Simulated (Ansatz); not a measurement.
Ansatz (a program for electronic structure) input file for C4H6OS, SMILES C1[C@H](S)C(=O)C1, PBE0-D3(BJ)/def2-SVP. 

Ansatz 0.2 input:
```yaml
crystal:
  periodic: [false, false, false]
  atoms:
    - {symbol: O, position_ang: [0.00362059, -1.95999719, 0.66738526]}
    - {symbol: C, position_ang: [-0.52995341, -0.93254458, 0.33335975]}
    - {symbol: C, position_ang: [-1.80161024, -0.58954524, -0.46338527]}
    - {symbol: C, position_ang: [-1.13893208, 0.77030805, -0.81928921]}
    - {symbol: C, position_ang: [-0.07601718, 0.54828613, 0.30376513]}
    - {symbol: S, position_ang: [1.67881107, 0.95429343, 0.10424293]}
    - {symbol: H, position_ang: [-2.05888298, -1.29104005, -1.28184579]}
    - {symbol: H, position_ang: [-2.68139630, -0.49136769, 0.20650822]}
    - {symbol: H, position_ang: [-0.66565584, 0.75706024, -1.81973464]}
    - {symbol: H, position_ang: [-1.76170633, 1.67876005, -0.72380571]}
    - {symbol: H, position_ang: [-0.39230639, 1.04194708, 1.24833442]}
    - {symbol: H, position_ang: [1.94908328, -0.06310301, -0.76312763]}
basis:
  gaussian:
    orbitals: def2-SVP
hamiltonian:
  xc: pbe0
  dispersion: d3bj
relax: {f_tol: 0.002, max_steps: 200}
```

Output:

```
WARN ansatz: RAYON_NUM_THREADS=1 ignored (pool sized by the plan → 1); use --threads N
Functional definition: PBE0
integrals: 0.08 GiB planned
1317 factors; integrals over basis functions are off by at most 3.1e-4 eV
mean field: 0.57 GiB planned
mean field evaluation 1: about -17102.7531 eV, gradient 5.0e1 eV
mean field evaluation 2: about -17099.3959 eV, gradient 6.5e1 eV
mean field evaluation 4: about -17108.3131 eV, gradient 4.3e0 eV
mean field evaluation 8: about -17108.3890 eV, gradient 7.6e-2 eV
mean field evaluation 16: about -17108.3890 eV, gradient 3.6e-5 eV
mean field -17108.38896615 eV, -628.7216980235 hartree, gradient 3.6e-5 eV, S^2 0.000000; 0 other end points of the search recorded, 0 dependent functions left out
the calculation of the forces begins
reference -17108.38899064 eV, -628.7216989236 hartree; 27, 27 occupied and 91, 91 virtual orbitals, 1317 factors
relax step   1: F+E_penalty+E_count = -17108.64619094 eV  Δ(F+E_penalty+E_count) = +0.000e0 eV  max|allowed force component| = 1.075e0 eV/Å  Δτ_max = 0.0000 Å  (28 SCF iters, accepted)
these checks for a lower state are left out or cut short: starts, cluster_reference, orbital_swaps, neighbouring_geometries, increment
integrals: 0.08 GiB planned
1317 factors; integrals over basis functions are off by at most 3.0e-4 eV
mean field: 0.57 GiB planned
mean field -17108.41314265 eV, -628.7225864936 hartree, gradient 2.6e-5 eV, S^2 0.000000; 0 other end points of the search recorded, 0 dependent functions left out
the calculation of the forces begins
reference -17108.41316704 eV, -628.7225873899 hartree; 27, 27 occupied and 91, 91 virtual orbitals, 1317 factors
relax step   2: F+E_penalty+E_count = -17108.67129305 eV  Δ(F+E_penalty+E_count) = -2.510e-2 eV  max|allowed force component| = 1.127e-1 eV/Å  Δτ_max = 0.0178 Å  (31 SCF iters, accepted)
these checks for a lower state are left out or cut short: starts, cluster_reference, orbital_swaps, neighbouring_geometries, increment
integrals: 0.08 GiB planned
1317 factors; integrals over basis functions are off by at most 2.9e-4 eV
mean field: 0.57 GiB planned
mean field -17108.41491910 eV, -628.7226517768 hartree, gradient 1.5e-5 eV, S^2 0.000000; 0 other end points of the search recorded, 0 dependent functions left out
the calculation of the forces begins
reference -17108.41494344 eV, -628.7226526712 hartree; 27, 27 occupied and 91, 91 virtual orbitals, 1317 factors
relax step   3: F+E_penalty+E_count = -17108.67350837 eV  Δ(F+E_penalty+E_count) = -2.215e-3 eV  max|allowed force component| = 6.553e-2 eV/Å  Δτ_max = 0.0115 Å  (26 SCF iters, accepted)
these checks for a lower state are left out or cut short: starts, cluster_reference, orbital_swaps, neighbouring_geometries, increment
integrals: 0.08 GiB planned
1317 factors; integrals over basis functions are off by at most 2.9e-4 eV
mean field: 0.57 GiB planned
mean field evaluation 32: about -17108.4151 eV, gradient 4.3e-4 eV
mean field -17108.41509982 eV, -628.7226584181 hartree, gradient 2.3e-5 eV, S^2 0.000000; 0 other end points of the search recorded, 0 dependent functions left out
the calculation of the forces begins
reference -17108.41512416 eV, -628.7226593125 hartree; 27, 27 occupied and 91, 91 virtual orbitals, 1317 factors
relax step   4: F+E_penalty+E_count = -17108.67364282 eV  Δ(F+E_penalty+E_count) = -1.345e-4 eV  max|allowed force component| = 2.547e-2 eV/Å  Δτ_max = 0.0061 Å  (25 SCF iters, accepted)
these checks for a lower state are left out or cut short: starts, cluster_reference, orbital_swaps, neighbouring_geometries, increment
integrals: 0.08 GiB planned
1317 factors; integrals over basis functions are off by at most 2.9e-4 eV
mean field: 0.57 GiB planned
mean field -17108.41515487 eV, -628.7226604412 hartree, gradient 7.0e-5 eV, S^2 0.000000; 0 other end points of the search recorded, 0 dependent functions left out
the calculation of the forces begins
reference -17108.41517921 eV, -628.7226613356 hartree; 27, 27 occupied and 91, 91 virtual orbitals, 1317 factors
relax step   5: F+E_penalty+E_count = -17108.67368581 eV  Δ(F+E_penalty+E_count) = -4.299e-5 eV  max|allowed force component| = 9.776e-3 eV/Å  Δτ_max = 0.0026 Å  (21 SCF iters, accepted)
these checks for a lower state are left out or cut short: starts, cluster_reference, orbital_swaps, neighbouring_geometries, increment
integrals: 0.08 GiB planned
1317 factors; integrals over basis functions are off by at most 2.9e-4 eV
mean field: 0.57 GiB planned
mean field -17108.41519001 eV, -628.7226617326 hartree, gradient 1.6e-5 eV, S^2 0.000000; 0 other end points of the search recorded, 0 dependent functions left out
the calculation of the forces begins
reference -17108.41521435 eV, -628.7226626269 hartree; 27, 27 occupied and 91, 91 virtual orbitals, 1317 factors
relax step   6: F+E_penalty+E_count = -17108.67370472 eV  Δ(F+E_penalty+E_count) = -1.892e-5 eV  max|allowed force component| = 8.178e-3 eV/Å  Δτ_max = 0.0049 Å  (25 SCF iters, accepted)
these checks for a lower state are left out or cut short: starts, cluster_reference, orbital_swaps, neighbouring_geometries, increment
integrals: 0.08 GiB planned
1317 factors; integrals over basis functions are off by at most 2.9e-4 eV
mean field: 0.57 GiB planned
mean field -17108.41521897 eV, -628.7226627969 hartree, gradient 1.4e-5 eV, S^2 0.000000; 0 other end points of the search recorded, 0 dependent functions left out
the calculation of the forces begins
reference -17108.41524330 eV, -628.7226636910 hartree; 27, 27 occupied and 91, 91 virtual orbitals, 1317 factors
relax step   7: F+E_penalty+E_count = -17108.67371574 eV  Δ(F+E_penalty+E_count) = -1.102e-5 eV  max|allowed force component| = 8.986e-3 eV/Å  Δτ_max = 0.0062 Å  (25 SCF iters, accepted)
these checks for a lower state are left out or cut short: starts, cluster_reference, orbital_swaps, neighbouring_geometries, increment
integrals: 0.08 GiB planned
1317 factors; integrals over basis functions are off by at most 2.9e-4 eV
mean field: 0.57 GiB planned
mean field -17108.41523364 eV, -628.7226633358 hartree, gradient 2.5e-5 eV, S^2 0.000000; 0 other end points of the search recorded, 0 dependent functions left out
the calculation of the forces begins
reference -17108.41525797 eV, -628.7226642298 hartree; 27, 27 occupied and 91, 91 virtual orbitals, 1317 factors
relax step   8: F+E_penalty+E_count = -17108.67372207 eV  Δ(F+E_penalty+E_count) = -6.329e-6 eV  max|allowed force component| = 4.222e-3 eV/Å  Δτ_max = 0.0057 Å  (23 SCF iters, accepted)
these checks for a lower state are left out or cut short: starts, cluster_reference, orbital_swaps, neighbouring_geometries, increment
integrals: 0.08 GiB planned
1317 factors; integrals over basis functions are off by at most 2.9e-4 eV
mean field: 0.57 GiB planned
mean field -17108.41523623 eV, -628.7226634312 hartree, gradient 3.9e-5 eV, S^2 0.000000; 0 other end points of the search recorded, 0 dependent functions left out
the calculation of the forces begins
reference -17108.41526056 eV, -628.7226643252 hartree; 27, 27 occupied and 91, 91 virtual orbitals, 1317 factors
relax step   9: F+E_penalty+E_count = -17108.67372296 eV  Δ(F+E_penalty+E_count) = -8.869e-7 eV  max|allowed force component| = 1.563e-3 eV/Å  Δτ_max = 0.0013 Å  (21 SCF iters, accepted)
integrals: 0.08 GiB planned
1317 factors; integrals over basis functions are off by at most 2.9e-4 eV
mean field: 0.57 GiB planned
mean field evaluation 64: about -17102.6466 eV, gradient 5.0e1 eV
mean field -17108.41523623 eV, -628.7226634312 hartree, gradient 3.9e-5 eV, S^2 0.000000; 1 other end points of the search recorded, 0 dependent functions left out
the calculation of the forces begins
reference -17108.41526056 eV, -628.7226643252 hartree; 27, 27 occupied and 91, 91 virtual orbitals, 1317 factors
Total energy: -17108.67374728 eV, -628.7321635371 hartree
Atom 0 at    -0.011771    -1.943047     0.672563 Å, force     0.000402     0.000518     0.000598 eV/Å
Atom 1 at    -0.533071    -0.927069     0.329871 Å, force    -0.000196    -0.001563    -0.000928 eV/Å
Atom 2 at    -1.792913    -0.586479    -0.461460 Å, force    -0.000148     0.000607    -0.000114 eV/Å
Atom 3 at    -1.129975     0.763335    -0.815276 Å, force     0.000517     0.000102    -0.000301 eV/Å
Atom 4 at    -0.080171     0.539186     0.303254 Å, force    -0.000808     0.000543     0.000642 eV/Å
Atom 5 at     1.661235     0.940455     0.109121 Å, force    -0.000223    -0.000653    -0.000431 eV/Å
Atom 6 at    -2.050415    -1.281498    -1.274129 Å, force     0.000076     0.000039     0.000062 eV/Å
Atom 7 at    -2.664466    -0.484486     0.205014 Å, force     0.000091    -0.000040    -0.000003 eV/Å
Atom 8 at    -0.658991     0.747196    -1.808216 Å, force    -0.000092    -0.000018     0.000062 eV/Å
Atom 9 at    -1.746334     1.667111    -0.725564 Å, force    -0.000065    -0.000159     0.000103 eV/Å
Atom 10 at    -0.399023     1.026070     1.240724 Å, force     0.000637     0.000188    -0.000057 eV/Å
Atom 11 at     1.930951    -0.037715    -0.783495 Å, force    -0.000189     0.000435     0.000368 eV/Å
Dipole moment:    -0.456467     0.275392    -0.262366 e Å
```

The run converged.

Cost: about 40 core-seconds (a rough figure).
